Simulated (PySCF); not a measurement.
NMR parameters of (BeSe)3 ring

(BeSe)3 ring, Be3Se3, point group D3h.

Cartesian coordinates in Å; atom numbers follow the order of the lines, from 1:
```xyz
6

Be    1.154    0.458    0.755
Se    0.797   -1.259    1.784
Be   -0.654   -1.248    0.359
Se   -1.846   -0.733   -1.206
Be   -0.500    0.790   -1.114
Se    1.049    1.992   -0.577
```

GIAO calculations in PySCF 2.14 on the PBE0-D3(BJ)/def2-SVP structure: isolated species, non-relativistic, equivalent atoms averaged; basis pcSseg-1.

**Question.** Give the isotropic shieldings (ppm) with KT2, PBE0.

**Answer.** 
| atoms | environment | KT2 | PBE0 |
| --- | --- | --- | --- |
| Se2/Se4/Se6 | selenium bonded to 2 Be | 1979 | 2017 |
| Be1/Be3/Be5 | Be bonded to 2 Se | 80 | 80 |
| HOMO–LUMO gap (eV) | – | 2.87 | 4.61 |

**Question.** And the chemical shifts, against references computed in the same way?

**Answer.** 
| atoms | nucleus, reference | KT2 | PBE0 |
| --- | --- | --- | --- |
| Se2/Se4/Se6 | $^{77}$Se, Me2Se | -258 | -247 |

**Question.** Which part of the shielding of Se2/Se4/Se6 depends on the functional?

**Answer.** Diamagnetic: KT2 3011, PBE0 3007 ppm; paramagnetic: KT2 -1032, PBE0 -991 ppm. The diamagnetic part, set mainly by inner electrons, hardly moves; the paramagnetic part goes with low-lying magnetically allowed excitations and carries the spread.

Relativistic effects, spin–orbit coupling among them, are left out; they matter for Se and for the light atoms bonded to it.
